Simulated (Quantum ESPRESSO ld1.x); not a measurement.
Species: P II. Configuration: [Ne] 3s1 3p3 (not the ground configuration). All-electron calculation, Dirac Kohn-Sham, LDA (Slater exchange, Perdew-Zunger correlation), spin-unpolarised, spherical densities, point nucleus; open shells are shared between the two j in proportion to 2j + 1. Program: ld1.x of Quantum ESPRESSO 7.5.

Unscreened Slater integrals over Kohn-Sham orbitals (cm^-1). Large and small components are both included.

\begin{tabular}{lr}
integral & value \\ \hline
F0(3p3/2,3p3/2) & 94138 \\
F2(3p3/2,3p3/2) & 47411 \\
F0(3p3/2,3p1/2) & 94289 \\
G2(3p3/2,3p1/2) & 47479 \\
F0(3p3/2,3s1/2) & 101030 \\
G1(3p3/2,3s1/2) & 66312 \\
F0(3p3/2,2p3/2) & 128810 \\
F2(3p3/2,2p3/2) & 20709 \\
G0(3p3/2,2p3/2) & 8428.6 \\
G2(3p3/2,2p3/2) & 8269.1 \\
F0(3p1/2,3p1/2) & 94441 \\
F0(3p1/2,3s1/2) & 101220 \\
G1(3p1/2,3s1/2) & 66509 \\
F0(3p1/2,2p3/2) & 129200 \\
G2(3p1/2,2p3/2) & 8275.4 \\
F0(3s1/2,3s1/2) & 109710 \\
F0(3s1/2,2p3/2) & 146250 \\
G1(3s1/2,2p3/2) & 10719 \\
F0(2p3/2,2p3/2) & 414830 \\
F2(2p3/2,2p3/2) & 190910 \\
\end{tabular}
